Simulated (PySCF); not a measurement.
## Calculated NMR parameters of C/C=C/N([SiH3])[SiH2]F

| Item | Value |
| --- | --- |
| Formula | C3H10FNSi2 |
| SMILES | C/C=C/N([SiH3])[SiH2]F |
| InChI | InChI=1S/C3H10FNSi2/c1-2-3-5(6)7-4/h2-3H,7H2,1,6H3/b3-2+ |
| Point group of the computed structure | C1 |
| Degrees of unsaturation | 1 |
| Carbon signals | 3 |
| Proton signals | 5 |

Mapped SMILES: `[CH3:1]/[CH:2]=[CH:3]/[N:4]([SiH3:5])[SiH2:6][F:7]` (H(Xn): hydrogen on atom n).

All values are calculated (PySCF): geometry: GFN2-xTB, PBE0/pcSseg-1 with gauge-including orbitals. In vacuum, no relativistic terms, a single conformation, averaged over atoms made equivalent by symmetry, fast rotation or ring inversion.

δ = σ(ref) − σ, references computed at the same level: ¹H (31.72 ppm), ¹³C (186.93 ppm), ²⁹Si (349.16 ppm) against TMS; ¹⁹F (170.95 ppm) against CFCl3; ¹⁵N (267.73 ppm) vs NH3.

| carbon | δC, type | δH (multiplicity) | HMBC from (2–3 bonds) | span of the C tensor (ppm) |
| --- | --- | --- | --- | --- |
| C1 | 19.4, CH3 | 1.89 (d) | H(C3), H(C2) | 33 |
| C2 | 110.3, CH | 5.04 (m) | H(C3), H(C1) | 174 |
| C3 | 133.4, CH | 5.98 (m) | H(Si6), H(C2), H(Si5), H(C1) | 186 |

Other nuclei:
```csv
atoms,nucleus,environment,δ (ppm),σ (ppm)
H(Si6),¹H,"hydrogen on a silicon bonded to F, N",5.24,26.48
H(Si5),¹H,hydrogen on a silicon bonded to N,4.68,27.04
F7,¹⁹F,fluorine bonded to Si,-198.4,369.4
Si6,²⁹Si,"silicon bonded to F, N, 2 H",-17.1,366.2
Si5,²⁹Si,"silicon bonded to N, 3 H",-65.2,414.3
N4,¹⁵N,enamine nitrogen,59.3,208.4
```

- Carbon types of the structure: 2 × CH, 1 × CH3, leaving 5 H on heteroatoms.
- δC 133.4: alkene carbon bearing nitrogen; as expected for a trigonal carbon in a double bond.
- δC 110.3: β carbon of an enol-ether or enamine type C=C; the O or N lone pair pushes π density onto this β carbon and shields it.
- δC 19.4: allylic methyl carbon; aliphatic region, no heteroatom directly attached.
- δH 5.04: hydrogen on a β carbon of an enol-ether or enamine type C=C; lone-pair donation from O or N shields it, upfield of ordinary alkene protons.
- δH 1.89: hydrogen on an allylic methyl carbon; allylic position.

Splittings by ¹⁹F in the carbon and heteronuclear signals aren't shown, as no couplings were computed. Shifts are as computed. Against solution values, carbons near 30 ppm lie about +3 ppm off and those near 130 ppm about +5 ppm. Of 1211 compounds with measured shifts, 218 miss one by over three times the rms of a fit or turn the order of signals round; such compounds aren't used in these exercises. Unscaled 19F shifts against computed CFCl3 carry errors that often reach 10 to 50 ppm. Experimental scales use liquid or dissolved standards, which lie at an offset from isolated NH3 (liquid NH3: subtract about 20 ppm). Multiplicities follow the n + 1 count of equivalent neighbours, as no J values were calculated; m marks all less simple cases, F and P coupling included.
